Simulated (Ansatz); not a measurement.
Geometry optimisation of (OH)3Si-NH-SiH3 (Si2NO3H7).

```yaml
crystal:
  periodic: [false, false, false]
  atoms:
    - {symbol: Si, position_ang: [0.192980, -0.851910, -0.555230]}
    - {symbol: O, position_ang: [-0.486130, -1.777950, 0.601180]}
    - {symbol: O, position_ang: [-0.889600, -0.817870, -1.766140]}
    - {symbol: O, position_ang: [1.589580, -1.421560, -1.155190]}
    - {symbol: N, position_ang: [0.629390, 0.681590, 0.112040]}
    - {symbol: Si, position_ang: [-0.357530, 1.732090, 1.055180]}
    - {symbol: H, position_ang: [-0.023010, -1.885540, 1.425930]}
    - {symbol: H, position_ang: [-1.810990, -0.723280, -1.544200]}
    - {symbol: H, position_ang: [1.548740, -2.074220, -1.848530]}
    - {symbol: H, position_ang: [1.449320, 1.089190, -0.302370]}
    - {symbol: H, position_ang: [-0.897480, 0.958630, 2.177380]}
    - {symbol: H, position_ang: [0.536530, 2.797860, 1.510550]}
    - {symbol: H, position_ang: [-1.481820, 2.292980, 0.289390]}
basis:
  gaussian: {orbitals: def2-SVP}
hamiltonian: {xc: pbe0, dispersion: d4}
scf: {lower_state_search: "off"}
output: {orbitals: {seedname: orbitals}}
relax: {f_tol: 0.02, max_steps: 100}
```

```sh
$ ansatz run in.yaml --threads 2 --pin off --events-out ev --progress --plain --max-ram 20480MiB --backend cpu
```

It prints (some lines left out):

```
Functional definition: PBE0
mean field -23479.61106113 eV, -862.8597914445 hartree, gradient 6.9e-7 eV, S^2 0.000000; 0 other end points of the search recorded, 0 dependent functions left out
relax step   1: F+E_penalty+E_count = -23479.88867016 eV  Δ(F+E_penalty+E_count) = +0.000e0 eV  max|allowed force component| = 8.079e-1 eV/Å  Δτ_max = 0.0000 Å  (16 SCF iters, accepted)
mean field -23479.69337683 eV, -862.8628164908 hartree, gradient 2.2e-6 eV, S^2 0.000000; 0 other end points of the search recorded, 0 dependent functions left out
relax step   2: F+E_penalty+E_count = -23479.96965513 eV  Δ(F+E_penalty+E_count) = -8.098e-2 eV  max|allowed force component| = 4.529e-1 eV/Å  Δτ_max = 0.0690 Å  (19 SCF iters, accepted)
mean field -23479.71129069 eV, -862.8634748129 hartree, gradient 2.1e-6 eV, S^2 0.000000; 0 other end points of the search recorded, 0 dependent functions left out
relax step   3: F+E_penalty+E_count = -23479.98692641 eV  Δ(F+E_penalty+E_count) = -1.727e-2 eV  max|allowed force component| = 1.255e-1 eV/Å  Δτ_max = 0.0513 Å  (18 SCF iters, accepted)
mean field -23479.70997617 eV, -862.8634265052 hartree, gradient 2.6e-6 eV, S^2 0.000000; 0 other end points of the search recorded, 0 dependent functions left out
relax step   4: F+E_penalty+E_count = -23479.98528019 eV  Δ(F+E_penalty+E_count) = +1.646e-3 eV  max|allowed force component| = 2.930e-1 eV/Å  Δτ_max = 0.0896 Å  (18 SCF iters, rejected (line search))
mean field -23479.71979935 eV, -862.8637875006 hartree, gradient 2.0e-6 eV, S^2 0.000000; 0 other end points of the search recorded, 0 dependent functions left out
relax step   5: F+E_penalty+E_count = -23479.99521641 eV  Δ(F+E_penalty+E_count) = -8.290e-3 eV  max|allowed force component| = 5.784e-2 eV/Å  Δτ_max = 0.0436 Å  (19 SCF iters, accepted)
mean field -23479.72779429 eV, -862.8640813091 hartree, gradient 8.8e-7 eV, S^2 0.000000; 0 other end points of the search recorded, 0 dependent functions left out
relax step   6: F+E_penalty+E_count = -23480.00309395 eV  Δ(F+E_penalty+E_count) = -7.878e-3 eV  max|allowed force component| = 3.286e-2 eV/Å  Δτ_max = 0.1000 Å  (18 SCF iters, accepted)
mean field -23479.73046971 eV, -862.8641796288 hartree, gradient 9.3e-7 eV, S^2 0.000000; 0 other end points of the search recorded, 0 dependent functions left out
relax step   7: F+E_penalty+E_count = -23480.00552761 eV  Δ(F+E_penalty+E_count) = -2.434e-3 eV  max|allowed force component| = 1.837e-1 eV/Å  Δτ_max = 0.1442 Å  (18 SCF iters, accepted)
mean field -23479.72906459 eV, -862.8641279919 hartree, gradient 1.2e-6 eV, S^2 0.000000; 0 other end points of the search recorded, 0 dependent functions left out
relax step   8: F+E_penalty+E_count = -23480.00436408 eV  Δ(F+E_penalty+E_count) = +1.164e-3 eV  max|allowed force component| = 3.080e-1 eV/Å  Δτ_max = 0.0855 Å  (18 SCF iters, rejected (line search))
mean field -23479.73468257 eV, -862.8643344486 hartree, gradient 2.7e-6 eV, S^2 0.000000; 0 other end points of the search recorded, 0 dependent functions left out
relax step   9: F+E_penalty+E_count = -23480.01004364 eV  Δ(F+E_penalty+E_count) = -4.516e-3 eV  max|allowed force component| = 1.031e-1 eV/Å  Δτ_max = 0.0428 Å  (17 SCF iters, accepted)
mean field -23479.73750851 eV, -862.8644382999 hartree, gradient 9.8e-7 eV, S^2 0.000000; 0 other end points of the search recorded, 0 dependent functions left out
relax step  10: F+E_penalty+E_count = -23480.01301615 eV  Δ(F+E_penalty+E_count) = -2.973e-3 eV  max|allowed force component| = 6.199e-2 eV/Å  Δτ_max = 0.0934 Å  (18 SCF iters, accepted)
mean field -23479.73936187 eV, -862.8645064098 hartree, gradient 1.0e-6 eV, S^2 0.000000; 0 other end points of the search recorded, 0 dependent functions left out
relax step  11: F+E_penalty+E_count = -23480.01503617 eV  Δ(F+E_penalty+E_count) = -2.020e-3 eV  max|allowed force component| = 9.988e-2 eV/Å  Δτ_max = 0.1122 Å  (18 SCF iters, accepted)
mean field -23479.74150935 eV, -862.8645853282 hartree, gradient 3.0e-6 eV, S^2 0.000000; 0 other end points of the search recorded, 0 dependent functions left out
relax step  12: F+E_penalty+E_count = -23480.01724552 eV  Δ(F+E_penalty+E_count) = -2.209e-3 eV  max|allowed force component| = 9.803e-2 eV/Å  Δτ_max = 0.0806 Å  (17 SCF iters, accepted)
mean field -23479.74452369 eV, -862.8646961033 hartree, gradient 9.5e-7 eV, S^2 0.000000; 0 other end points of the search recorded, 0 dependent functions left out
relax step  13: F+E_penalty+E_count = -23480.02039578 eV  Δ(F+E_penalty+E_count) = -3.150e-3 eV  max|allowed force component| = 1.576e-1 eV/Å  Δτ_max = 0.1076 Å  (18 SCF iters, accepted)
mean field -23479.74774389 eV, -862.8648144434 hartree, gradient 2.7e-6 eV, S^2 0.000000; 0 other end points of the search recorded, 0 dependent functions left out
relax step  14: F+E_penalty+E_count = -23480.02371105 eV  Δ(F+E_penalty+E_count) = -3.315e-3 eV  max|allowed force component| = 1.257e-1 eV/Å  Δτ_max = 0.0580 Å  (17 SCF iters, accepted)
mean field -23479.75055771 eV, -862.8649178491 hartree, gradient 1.3e-6 eV, S^2 0.000000; 0 other end points of the search recorded, 0 dependent functions left out
relax step  15: F+E_penalty+E_count = -23480.02695452 eV  Δ(F+E_penalty+E_count) = -3.243e-3 eV  max|allowed force component| = 1.355e-1 eV/Å  Δτ_max = 0.1466 Å  (18 SCF iters, accepted)
mean field -23479.75159931 eV, -862.8649561273 hartree, gradient 2.5e-6 eV, S^2 0.000000; 0 other end points of the search recorded, 0 dependent functions left out
relax step  16: F+E_penalty+E_count = -23480.02789356 eV  Δ(F+E_penalty+E_count) = -9.390e-4 eV  max|allowed force component| = 1.359e-1 eV/Å  Δτ_max = 0.0650 Å  (17 SCF iters, accepted)
mean field -23479.75141632 eV, -862.8649494025 hartree, gradient 2.6e-6 eV, S^2 0.000000; 0 other end points of the search recorded, 0 dependent functions left out
relax step  17: F+E_penalty+E_count = -23480.02778341 eV  Δ(F+E_penalty+E_count) = +1.102e-4 eV  max|allowed force component| = 1.226e-1 eV/Å  Δτ_max = 0.0263 Å  (18 SCF iters, rejected (line search))
mean field -23479.75310915 eV, -862.8650116130 hartree, gradient 2.3e-6 eV, S^2 0.000000; 0 other end points of the search recorded, 0 dependent functions left out
relax step  18: F+E_penalty+E_count = -23480.02946530 eV  Δ(F+E_penalty+E_count) = -1.572e-3 eV  max|allowed force component| = 4.717e-2 eV/Å  Δτ_max = 0.0131 Å  (19 SCF iters, accepted)
mean field -23479.75331773 eV, -862.8650192782 hartree, gradient 2.4e-6 eV, S^2 0.000000; 0 other end points of the search recorded, 0 dependent functions left out
relax step  19: F+E_penalty+E_count = -23480.02972356 eV  Δ(F+E_penalty+E_count) = -2.583e-4 eV  max|allowed force component| = 1.002e-2 eV/Å  Δτ_max = 0.0178 Å  (18 SCF iters, accepted)
Total energy: -23480.02975263 eV, -862.8751780735 hartree
Atom 0 at     0.172453    -0.799857    -0.652234 Å, force     0.006409    -0.005105    -0.010016 eV/Å
Atom 1 at    -0.804037    -1.486152     0.499663 Å, force    -0.002833    -0.001539     0.004674 eV/Å
Atom 2 at    -0.688342    -0.903994    -2.058324 Å, force    -0.009430    -0.000017     0.007290 eV/Å
Atom 3 at     1.604355    -1.563057    -0.943454 Å, force    -0.000743     0.003211     0.001577 eV/Å
Atom 4 at     0.566370     0.770875    -0.079996 Å, force     0.000981     0.002142     0.002200 eV/Å
Atom 5 at    -0.247298     1.643644     1.188409 Å, force    -0.005667     0.003191     0.008587 eV/Å
Atom 6 at    -0.445137    -1.547468     1.390035 Å, force     0.000965    -0.000893    -0.001809 eV/Å
Atom 7 at    -1.643101    -0.828615    -1.972926 Å, force     0.009812     0.001833    -0.004712 eV/Å
Atom 8 at     1.558085    -2.267093    -1.597534 Å, force    -0.002757    -0.000806     0.000917 eV/Å
Atom 9 at     1.374404     1.221543    -0.498256 Å, force    -0.000209    -0.000841    -0.002496 eV/Å
Atom 10 at    -0.149801     0.947394     2.512268 Å, force     0.002692     0.000207    -0.002532 eV/Å
Atom 11 at     0.404592     2.981391     1.310466 Å, force    -0.001491    -0.002088    -0.001563 eV/Å
Atom 12 at    -1.702563     1.831399     0.901871 Å, force     0.002269     0.000704    -0.002118 eV/Å
Dipole moment:    -0.006054    -0.035448     0.019453 e Å
Checks for a lower state left out: stability, starts, cluster_reference, orbital_swaps, neighbouring_geometries, increment
```

Hardware: 2 threads of AMD EPYC 7R13 on a shared host. Wall time 46 s.
